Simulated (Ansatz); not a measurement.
Saddle point of CH₆GeO, closed shell (CH₆GeO ([CH3][OH][GeH2]) → CH₄GeO ([CH3][O][GeH]) + H₂; bonds formed: H2–H5; dative contacts that become bonds: Ge1–O3; bonds broken: Ge1–H5, H2–O3), PBE0-D4/def2-TZVP structure:

| atom | x (Å) | y (Å) | z (Å) |
| --- | --- | --- | --- |
| Ge1 | -0.9422 | -0.9572 | 1.0812 |
| H2 | -0.9971 | -0.1522 | -0.5808 |
| O3 | 0.3125 | -0.4263 | -0.3660 |
| C4 | 1.0389 | 0.7503 | -0.0976 |
| H5 | -1.8982 | -0.1148 | -0.2554 |
| H6 | -1.2424 | -2.3122 | 0.3076 |
| H7 | 0.3816 | 1.5978 | 0.1452 |
| H8 | 1.6258 | 1.0123 | -0.9816 |
| H9 | 1.7209 | 0.6024 | 0.7475 |

Energies are electronic, without zero-point energy. Barriers and step energies count from the start structure reached by relaxing down the imaginary mode; all methods use the PBE0-D4 structures, on which another method's saddle can fall below an end. Computed with Ansatz 0.2.0 (basis: def2-TZVPP, with def2-QZVPP for the basis limit); correlated methods freeze the cores. Filled d shells of the heavier atoms are correlated. The def2 sets are not built for correlating such inner shells, so the correlated values are less sure here. B3LYP uses VWN-RPA correlation. Extrapolation: Hartree–Fock as exp(−7.88 √X), correlation as X^−2.97.

```tsv
method	barrier (kcal/mol)	step energy (kcal/mol)
SPW92	15.49	3.31
PBE-D4	18.11	-1.44
BLYP-D4	19.75	-4.38
r2SCAN-D4	?	-0.11
B97M-V	24.13	0.64
PBE0-D4	22.61	1.39
B3LYP-D4	23.22	-1.65
r2SCAN0-D4	24.19	1.96
BHLYP-D4	?	1.04
CAM-B3LYP-D4	24.68	-0.03
wB97X-V	25.16	0.27
wB97M-V	25.08	0.53
B2PLYP	23.62	-1.65
PBE-QIDH	24.63	1.61
RPA on PBE	?	-0.97
HF	37.53	1.97
MP2	23.06	-1.21
CCSD	27.57	0.92
CCSD(T)	25.21	0.00
```

Fill in the withheld barriers. (An estimate is asked for; the value comes from the calculation.)

Computed: RPA on PBE 24.14; r2SCAN-D4 20.82; BHLYP-D4 28.32 kcal/mol. Each is the energy of the saddle less that of the start structure, by the same method.

For comparison, the barrier by CCSD(T) at an estimated basis limit (MP2 extrapolated from triple and quadruple zeta, plus CCSD(T) − MP2 in triple zeta) is 24.46 kcal/mol.

No T1 diagnostic of these runs exceeds 0.016.

Labels in which every atom is bracketed show which atoms are joined, not bond orders.

For scale, one of the runs: CCSD(T)/def2-TZVPP, 194 basis functions, launched by `ansatz run in.yaml --threads 4 --pin off --events-out ev --progress --plain --max-ram 9574MiB`. Time: 53 s of wall clock on 4 CPU threads of an Arm Neoverse V1; the host was shared. Peak host memory: 2.3 GiB.
